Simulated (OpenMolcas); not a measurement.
Ni³⁺.

| Quantity | Value |
| --- | --- |
| Program | OpenMolcas 26.06 |
| Method | CASSCF |
| Basis | ANO-RCC-VTZP [6s5p3d2f1g] |
| Scalar Hamiltonian | DKH2, point nucleus |
| Active space | 7 electrons in 5 orbitals (3d) |
| State averaging | 2S+1 = 4 even, 10 roots; 2S+1 = 2 even, 40 roots kept (CI in the orbitals of an earlier block) |
| Spin-orbit coupling | RASSI with atomic mean-field integrals over the reference wave functions, term energies averaged over their components |

Levels without dynamic correlation, in cm⁻¹ above 3d⁷ ⁴F_9/2:

```csv
Level,E
3d⁷ ⁴P_5/2,22246
3d⁷ ²G_9/2,22367
3d⁷ ²P_3/2,29526
3d⁷ ²H_11/2,29721
3d⁷ ²D_5/2(1),32232
3d⁷ ²F_5/2,51307
```

On this reference, MS-CASPT2, IPEA 0.25 Eh, imaginary shift 0.1 Eh (closed shells correlated: 3s 3p) puts 3d⁷ ⁴P_5/2 at 18460 cm⁻¹.

Question: Estimate the other levels at that method by one scale factor, and say how well it serves.

Answer: The factor is 18460 / 22246 = 0.830. Scaled values beside those that MS-CASPT2 gives and measured ones (Corliss and Sugar, J. Phys. Chem. Ref. Data 10, 197 (1981)):
```csv
Level,Scaled,MS-CASPT2,Miss (%),Measured
3d⁷ ²G_9/2,18565,20020,-7.3,19830
3d⁷ ²P_3/2,24507,23790,+3.0,23649
3d⁷ ²H_11/2,24668,27430,-10.1,26649
3d⁷ ²D_5/2(1),26753,27560,-2.9,27096
3d⁷ ²F_5/2,42585,44170,-3.6,43438
```
For these levels the scaled values miss MS-CASPT2 by up to 10.1 %, as correlation changes each term by its own factor, spin-orbit parts do not scale and CASPT2 has its own spread within terms. This holds within one configuration; levels of others move differently, and the target method has errors of its own against measurement.

CASPT2 breaks the degeneracy within a term, and the mean is taken; among the terms shown or strongly mixed into the levels shown the widest spread is 990 cm-1 (3d⁷ ⁴F, MS-CASPT2). Terms from blocks run as CI alone lack orbitals of their own. Without dynamic correlation excited terms often stand tens of per cent too high (terms of higher spin than the ground term too low), and those without a measured partner can miss by more than the paired ones (holds for CASSCF). The CASPT2 spread within a term exceeds the gap to the next term for 3d⁷ ²H and 3d⁷ ²D(1), so the order of their levels is uncertain (holds for MS-CASPT2). Measured partners are found by configuration, term and J. A level has none where our copy of the source lacks it or the pairing is in doubt (some pairs that miss far off the trend of their configuration count as doubtful), and it then counts in no deviation. Levels of configurations outside the active space are missing.

A number in round brackets counts repeated terms of one configuration in the order of the reference energies.
